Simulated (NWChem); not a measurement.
Everything below was run with NWChem. System: C₂H₂F, charge 0, spin multiplicity 2, at a geometry optimised with UPBE0/def2-SVP. The structure started from a generated list of species. Its SCF solution wasn't tested for a lower state. Level: G0W0@UPBE0/def2-TZVP, RI basis def2-tzvp-rifit.

Job file:

```
start mol
memory heap 200 mb stack 700 mb global 1700 mb
geometry units angstroms nocenter noautoz
  C      1.205366    -0.026439     0.000000
  C     -0.033877     0.422018     0.000000
  F     -1.164360    -0.216129     0.000000
  H      1.410561    -1.104048     0.000000
  H      2.039751     0.675729     0.000000
  symmetry group Cs
end
basis spherical
  * library def2-tzvp
end
basis "ri basis" bse spherical
  * library def2-tzvp-rifit
end
dft
  xc pbe0
  odft
  mult 2
  iterations 100
  direct
  tolerances tight
end
task dft energy
gw
  states alpha occ 4 vir 2
  states beta occ 4 vir 2
end
task dft gw
```

Part of the output:

```
             Northwest Computational Chemistry Package (NWChem) 7.3.0
             --------------------------------------------------------

                                NWChem Input Module
                                -------------------

 Scaling coordinates for geometry "geometry" by  1.889725989
 (inverse scale =  0.529177249)

 Turning off AUTOSYM since
 SYMMETRY directive was detected!

                             Geometry "geometry" -> ""
                             -------------------------

 Output coordinates in angstroms (scale by  1.889725989 to convert to a.u.)

  No.       Tag          Charge          X              Y              Z
 ---- ---------------- ---------- -------------- -------------- --------------
    1 C                    6.0000     1.20536600    -0.02643900     0.00000000
    2 C                    6.0000    -0.03387700     0.42201800     0.00000000
    3 F                    9.0000    -1.16436000    -0.21612900     0.00000000
    4 H                    1.0000     1.41056100    -1.10404800     0.00000000
    5 H                    1.0000     2.03975100     0.67572900     0.00000000

 Effective nuclear repulsion energy (a.u.)      60.7853044832

            Nuclear Dipole moment (a.u.)
            ----------------------------
        X                 Y               Z
 ---------------- ---------------- ----------------
     0.0000113384    -0.0000113384     0.0000000000

      Symmetry information
      --------------------

 Group name             Cs
 Group number              2
 Group order               2
 No. of unique centers     5

      Symmetry unique atoms

     1    2    3    4    5


 Summary of "ao basis" -> "" (spherical)
 ------------------------------------------------------------------------------
       Tag                 Description            Shells   Functions and Types
 ---------------- ------------------------------  ------  ---------------------
 *                         def2-tzvp                  on all atoms

 new library libraries.bse/

 Summary of "ri basis" -> "" (spherical)
 ------------------------------------------------------------------------------
[...]
     2   2 0 0    -11.809455    -54.876198    -53.624120     96.690864
     2   1 1 0     -0.137931     -2.993336     -3.604177      6.459581
     2   1 0 1      0.000000      0.000000      0.000000      0.000000
     2   0 2 0    -12.169622    -13.597933     -9.887415     11.315727
     2   0 1 1     -0.000000     -0.000000     -0.000000      0.000000
     2   0 0 2    -13.701490     -7.162585     -6.538905      0.000000

 Task  times  cpu:        7.1s     wall:        7.1s

                                NWChem Input Module
                                -------------------

                                 NWChem GW Module
                                 ----------------

                             ***********************
                             ***        GW       ***
                             ***********************

 Summary of "ri basis" -> "ri basis" (spherical)
 ------------------------------------------------------------------------------
       Tag                 Description            Shells   Functions and Types
 ---------------- ------------------------------  ------  ---------------------
 C                      def2-tzvp-rifit             22       76   8s6p4d3f1g
 F                      def2-tzvp-rifit             22       76   8s6p4d3f1g
 H                      def2-tzvp-rifit              7       15   4s2p1d

                 Memory Information
                 ------------------
          Available GA per process is          1699.8 MBs
          Available stack per process is        700.0 MBs
          Available heap per process is           0.0 MBs

          Peak memory in Initialization
              Peak GA per process is                  6.2 MBs
              Peak stack per process is               0.1 MBs
              Peak heap per process is                6.4 MBs
              Memory not in MA per process            0.0 MBs

          Peak memory in AFF Calculation
              Peak GA per process is                 45.0 MBs
              Peak stack per process is              35.3 MBs
              Peak heap per process is                0.0 MBs
              Memory not in MA per process           35.3 MBs

          Computing 2-center integrals
          Computing Inverse Cholesky factor
          Computing 3-center integrals
          Computing V_xc ...

          Computing Sigma_x
          Computing RPA polarizability
          Solving quasiparticle equations

                  Alpha Orbitals
          State     Energy (eV)     Error (eV)
          -----------------------------------
@GW         9        -16.752           0.004
@GW        10        -14.847           0.002
@GW        11        -10.521           0.002
@GW        12        -10.193           0.002
@GW        13          2.744           0.002
@GW        14          4.095           0.004

                   Beta Orbitals
          State     Energy (eV)     Error (eV)
          -----------------------------------
@GW         8        -16.646           0.002
@GW         9        -16.196           0.005
@GW        10        -14.677           0.002
@GW        11        -10.315           0.002
@GW        12         -0.262           0.004
@GW        13          3.164           0.002

   Applying  -2.4207 eV scissor-shift to rest of particle states

   Applying   2.5324 eV scissor-shift to rest of hole states

   Applying  -2.5059 eV scissor-shift to rest of particle states

   Applying   2.0756 eV scissor-shift to rest of hole states

     GW Timing Statistics
   ------------------------
   Init.   :          0.0s
     ERIs  :          0.3s
     Distr.:          0.0s
     Vxc   :          0.6s
   Sigma_x :          0.0s
   RPA     :          1.1s
   Wmn     :          0.0s
   Sigma_c :          0.0s
   GW total:          2.2s

 Task  times  cpu:        2.2s     wall:        2.2s

 Total times  cpu:        9.3s     wall:        9.3s
```
